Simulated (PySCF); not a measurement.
**UHF on F²⁺ (fluorine, charge +2)**

Configuration: [He] 2s2 2p2 3s1, 3s spin antiparallel (an excited configuration). Calculation: PySCF 2.14, in aug-cc-pCVQZ-DK; the spin-free X2C one-electron Hamiltonian (Gaussian nucleus).

```json
{
  "Total energy": "-96.234301 hartree",
  "One-electron energy": "-121.5929 hartree",
  "Hartree (Coulomb) energy": "34.0231 hartree",
  "Exchange energy": "-8.6645 hartree",
  "⟨S²⟩": "1.7524",
  "⟨L²⟩": "2.009",
  "Sum of ⟨r⟩": "6.589 bohr",
  "Sum of ⟨r²⟩": "12.73 bohr²",
  "Traceless quadrupole moment −½Σ⟨3z² − r²⟩ along its main axis": "0.182 e·bohr²",
  "Langevin diamagnetic susceptibility": "-10.1 ×10⁻⁶ cm³/mol"
}
```

```csv
shell,electrons,mean orbital energy (hartree),"rms radius, mean of both spins (bohr)"
1s α,1,-28.89972,0.203
1s β,1,-28.78038,0.203
2s α,1,-3.57068,0.958
2s β,1,-3.15519,0.958
2p α,2,-2.82363,0.913
3s β,1,-0.82248,3.02
```

The outer electron is Rydberg-like, and this basis confines it to a smaller radius and binds it less than a complete one would. With the s spin flipped the determinant is a mixture of two multiplicities, not a spectroscopic state.

Spin-orbit constants ζ (cm⁻¹) from the X2C one-electron operator on these orbitals: bare nucleus, nucleus screened by l(l+1)(2l+1)/3 electrons, and screened by the Breit-Pauli mean field of the electrons.

| shell | bare | screened nucleus | mean field |
| --- | --- | --- | --- |
| 2p | 617.7 | 480.4 | 428.6 |
